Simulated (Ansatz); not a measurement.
Relaxation of CH4FInO (8 atoms, charge 0, multiplicity 1), to a largest force component of 0.03 eV/Å in at most 50 steps.

All numbers below come from Ansatz 0.2.0, UKS PBE/def2-SVP.

```xyz
8
Properties=species:S:1:pos:R:3
In 0.006 -0.561 0.076
F 1.645 -1.697 0.137
O -1.047 -2.249 0.369
H -0.233 -2.797 0.397
C -0.082 1.564 -0.210
H -0.494 2.028 0.705
H -0.737 1.782 -1.074
H 0.942 1.931 -0.400
```

Task: Where does it end, and by what steps?

Result: It converged. After 7 steps the energy has fallen by 0.151 eV; F2 moved furthest, 0.46 Å.

| step | energy less start (eV) | largest force component (eV/Å) | accepted |
| --- | --- | --- | --- |
| 0 | 0.0000 | 0.435 | yes |
| 1 | -0.0767 | 0.461 | yes |
| 2 | -0.1208 | 0.830 | yes |
| 3 | -0.1052 | 0.835 | no |
| 4 | -0.1418 | 0.157 | yes |
| 5 | -0.1495 | 0.151 | yes |
| 6 | -0.1482 | 0.231 | no |
| 7 | -0.1511 | 0.019 | yes |

```xyz
8
Properties=species:S:1:pos:R:3
In 0.201 -0.611 0.072
F 2.020 -1.429 0.079
O -1.137 -2.094 0.353
H -0.638 -2.931 0.437
C -0.075 1.505 -0.203
H -0.519 1.926 0.718
H -0.761 1.667 -1.054
H 0.908 1.967 -0.403
```

Run time: 15 s on 2 threads of Intel(R) Xeon(R) Platinum 8488C (Sapphire Rapids), on a shared host, peak memory 0.2 GiB.
